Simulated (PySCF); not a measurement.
C3H8B, CH6BOSi, CH5BOSi (calculated)

All values are calculated (PySCF 2.14.0). Calculation on a computer-drawn molecule: the log of a Hartree-Fock and frozen-core CCSD(T) single point meant for a local Hartree-Fock minimum, with one planted fault or none, to be diagnosed. Offsets are logged minus clean, where the clean run is the same molecule without the fault. The reference is restricted for singlets and unrestricted otherwise, and also for a bond in bohr or an excited solution. Adding or removing an electron swaps singlet and doublet. The excited solution moves the top pair (singlet) or top alpha electron (doublet) to the lowest empty orbital. Highest occupied and lowest empty are orbital energies over both spins, largest force is the largest gradient component, triples share is (T) over the correlation energy, the T1 limit is 0.02 restricted and 0.045 unrestricted, electrons count all cores, a negative frequency is imaginary (commonest isotopes), and the dipole is about the centre of nuclear charge.

Common to all runs: logged SCF converged yes; logged CC converged yes; logged SCF stable within its kind yes; possible faults no fault, one electron removed, one electron added, multiplicity raised by two, geometry at a saddle point, SCF held on an excited solution, minimal basis STO-3G, one bond length entered in bohr, all coordinates scaled.

(1) C3H8B

Logged structure:
```xyz
12
C3H8B
C      0.2263    -1.4174     0.3863
B     -0.6869    -1.2475     1.8321
C     -2.2613    -0.6812     1.9298
C     -3.2253    -0.1886     0.7101
H      1.2284    -0.7793     0.4744
H      0.5795    -2.5493     0.2723
H     -0.3263    -1.1006    -0.6137
H     -0.1065    -1.5888     2.9571
H     -2.7697    -0.6166     2.9953
H     -4.2205    -0.8394     0.6731
H     -2.7003    -0.2609    -0.3480
H     -3.5677     0.9387     0.8753
```

* meant charge: 0
* meant multiplicity: 2
* meant basis: cc-pVDZ
* logged electrons: 31
* logged basis functions: 96
* logged spin squared: 0.7628
* logged highest occupied: -9.9411 eV
* logged lowest empty: 1.5006 eV
* logged largest force: 0.049549 hartree/bohr
* logged T1 diagnostic: 0.013618
* logged D1 diagnostic: 0.06582
* logged triples share: 0.029703
* logged dipole magnitude: 0.72367 debye
* logged energy HF: -142.85966 hartree
* logged energy CCSD(T): -143.44178 hartree
* planted fault: all coordinates scaled, by +8.6 %
* HF energy offset from clean run: 40.37 kcal/mol
* CCSD(T) energy offset from clean run: 29.54 kcal/mol

Drawn bonds:
| atom | other atom | order |
| --- | --- | --- |
| 1 | 2 | 1 |
| 2 | 3 | 1 |
| 3 | 4 | 1 |
| 1 | 5 | 1 |
| 1 | 6 | 1 |
| 1 | 7 | 1 |
| 2 | 8 | 1 |
| 3 | 9 | 1 |
| 4 | 10 | 1 |
| 4 | 11 | 1 |
| 4 | 12 | 1 |

(2) CH6BOSi

Logged structure:
```xyz
10
CH6BOSi
C      0.1530    -2.3339     1.0112
B     -0.1951    -2.3114    -0.5038
Si     0.0599    -0.6398    -1.6772
O      1.3258    -0.3858    -2.5886
H      0.5039    -3.3206     1.3213
H      1.4331    -0.8800     1.7072
H     -0.8161    -2.1923     1.5197
H     -0.6927    -3.2270    -1.0862
H     -0.8792     0.4711    -1.8254
H      2.1053    -0.9128    -2.7252
```

- meant charge: 1
- meant multiplicity: 1
- meant basis: cc-pV(D+d)Z
- logged electrons: 38
- logged basis functions: 95
- logged spin squared: 0.708
- logged highest occupied: -15.65 eV
- logged lowest empty: -4.4337 eV
- logged largest force: 0.017754 hartree/bohr
- logged T1 diagnostic: 0.056982
- logged D1 diagnostic: 0.27117
- logged triples share: 0.033346
- logged dipole magnitude: 1.2775 debye
- logged energy HF: -429.47658 hartree
- logged energy CCSD(T): -430.02332 hartree
- planted fault: one bond length entered in bohr, row 5 of the drawn bonds
- HF energy offset from clean run: 81.82 kcal/mol
- CCSD(T) energy offset from clean run: 83.17 kcal/mol

Drawn bonds:
| atom | other atom | order |
| --- | --- | --- |
| 1 | 2 | 1 |
| 2 | 3 | 1 |
| 3 | 4 | 1 |
| 1 | 5 | 1 |
| 1 | 6 | 1 |
| 1 | 7 | 1 |
| 2 | 8 | 1 |
| 3 | 9 | 1 |
| 4 | 10 | 1 |

Notes: T1 above single-reference limit.

(3) CH6BOSi

Logged structure:
```xyz
10
CH6BOSi
C      0.1530    -2.3339     1.0112
B     -0.1951    -2.3114    -0.5038
Si     0.0599    -0.6398    -1.6772
O      1.3258    -0.3858    -2.5886
H      0.5039    -3.3206     1.3213
H      0.8304    -1.5645     1.3795
H     -0.8161    -2.1923     1.5197
H     -0.6927    -3.2270    -1.0862
H     -0.8792     0.4711    -1.8254
H      2.1053    -0.9128    -2.7252
```

* meant charge: 1
* meant multiplicity: 1
* meant basis: cc-pV(D+d)Z
* logged electrons: 39
* logged basis functions: 95
* logged spin squared: 0.7592
* logged highest occupied: -5.7747 eV
* logged lowest empty: 1.0611 eV
* logged largest force: 0.057545 hartree/bohr
* logged T1 diagnostic: 0.088042
* logged D1 diagnostic: 0.59091
* logged triples share: 0.028142
* logged dipole magnitude: 3.4077 debye
* logged energy HF: -429.78523 hartree
* logged energy CCSD(T): -430.35708 hartree
* planted fault: one electron added
* HF energy offset from clean run: -111.9 kcal/mol
* CCSD(T) energy offset from clean run: -126.3 kcal/mol

Drawn bonds:
| atom | other atom | order |
| --- | --- | --- |
| 1 | 2 | 1 |
| 2 | 3 | 1 |
| 3 | 4 | 1 |
| 1 | 5 | 1 |
| 1 | 6 | 1 |
| 1 | 7 | 1 |
| 2 | 8 | 1 |
| 3 | 9 | 1 |
| 4 | 10 | 1 |

Notes: T1 above single-reference limit.

(4) CH5BOSi

Logged structure:
```xyz
9
CH5BOSi
C     -1.9435    -0.8255     0.2848
B     -0.5211    -0.3905     0.7932
Si     0.2825     1.4600     0.5229
O      0.9288     1.9222    -0.7541
H     -2.3756    -0.2034    -0.4999
H     -1.9682    -1.8732    -0.0248
H     -2.6054    -0.7552     1.1630
H      0.1322    -1.1785     1.4252
H      0.1971     2.3367     1.7199
```

* meant charge: 0
* meant multiplicity: 1
* meant basis: cc-pV(D+d)Z
* logged electrons: 38
* logged basis functions: 90
* logged spin squared: 0
* logged highest occupied: -10.714 eV
* logged lowest empty: 1.118 eV
* logged largest force: 4.117e-05 hartree/bohr
* logged lowest frequency: 43.897 cm⁻¹
* logged T1 diagnostic: 0.020014
* logged D1 diagnostic: 0.071181
* logged triples share: 0.030428
* logged dipole magnitude: 4.8171 debye
* logged energy HF: -429.23821 hartree
* logged energy CCSD(T): -429.80075 hartree
* planted fault: no fault
* HF energy offset from clean run: 0 kcal/mol
* CCSD(T) energy offset from clean run: 0 kcal/mol

Drawn bonds:
| atom | other atom | order |
| --- | --- | --- |
| 1 | 2 | 1 |
| 2 | 3 | 1 |
| 3 | 4 | 2 |
| 1 | 5 | 1 |
| 1 | 6 | 1 |
| 1 | 7 | 1 |
| 2 | 8 | 1 |
| 3 | 9 | 1 |

Notes: T1 above single-reference limit.
